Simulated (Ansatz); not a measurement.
Start from `[CH3][Ge][Cl]` and change one atom or group to get `[Cl][Ge][Cl]`.

Ansatz, PBE0-D4/def2-TZVP geometries, multiplicity 1. 

Outer-core shells of Ge are correlated without core-valence functions. Scalar relativity is left out up to krypton. Spin–orbit coupling is left out.

```csv
property,`[CH3][Ge][Cl]`
HOMO–LUMO gap (PBE0/def2-TZVPP) / eV,4.21
HOMO energy (B3LYP/def2-TZVPP) / eV,-6.67
HOMO–LUMO gap (B3LYP/def2-TZVPP) / eV,3.79
HOMO energy (PBE/def2-TZVPP) / eV,-5.76
vertical ionisation energy (CCSD(T)/def2-TZVPP) / eV,9.08
HOMO energy (PBE0/def2-TZVPP) / eV,-6.85
```

(1) Give the same properties after the change, and the shifts. (Best estimate.)

## Answers

(1) Computed: 
```
                                            property  `[Cl][Ge][Cl]`  shift
                HOMO–LUMO gap (PBE0/def2-TZVPP) / eV            5.03   0.82
                 HOMO energy (B3LYP/def2-TZVPP) / eV           -7.91  -1.24
               HOMO–LUMO gap (B3LYP/def2-TZVPP) / eV            4.64   0.85
                   HOMO energy (PBE/def2-TZVPP) / eV           -6.99  -1.23
vertical ionisation energy (CCSD(T)/def2-TZVPP) / eV           10.30   1.22
                  HOMO energy (PBE0/def2-TZVPP) / eV           -8.11  -1.26
```

With PBE0 the HOMO falls by 1.26 eV and the LUMO falls by 0.43 eV, so the gap widens by about 0.83 eV. PBE moves the HOMO by -1.23 eV and ωB97M-V by -1.22 eV. The zero-point energy changes by -89.5 kJ/mol with -9 modes.

B3LYP here is the variant with VWN-RPA as its local correlation; programs differ in this.
